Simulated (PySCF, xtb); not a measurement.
SnHI3, SMILES [I][SnH]([I])[I].

Harmonic wavenumbers (cm⁻¹) from GFN2-xTB in xtb at its own minimum, in rising order: 50, 50, 63, 163, 223, 224, 458, 458, 1225.

Question: What does PySCF with B3LYP-D3(BJ)/def2-SVP give at its own minimum? (An estimate is asked for; the answer gives what the named calculation found.)

Answer: 51, 51, 71, 173, 215, 215, 533, 533, 1897. Paired by order, the mean absolute difference is 96 cm⁻¹ and the zero-point energies are 4.2 and 5.3 kcal/mol.
